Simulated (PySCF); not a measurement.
Computed IR spectrum (relative IR intensity) of a molecule C3H2F3, multiplicity 2. Geometry: PBE-D3(BJ)/def2-SVP. The values are those of a single conformer. Method: PBE-D3(BJ)/def2-SVP (PySCF). No scaling factor is applied to the harmonic values.

Lines under 2 % of the strongest are left out, and lines within 2 cm⁻¹ are merged.

ν (cm⁻¹): 581 (w), 820 (m), 908 (m), 1132 (vs), 1145 (w), 1233 (w), 1332 (vs), 1470 (w), 1596 (vs), 3146 (vw), 3150 (vw) (against the strongest line: vs over 80 %, s over 45 %, m over 15 %, w over 4 %, vw less)

Identify the compound among the candidates.
A) F/C=C/[C](F)F
B) C=C(F)[C](F)F
C) C=[C]C(F)(F)F
D) [CH]=CC(F)(F)F

A, F/C=C/[C](F)F
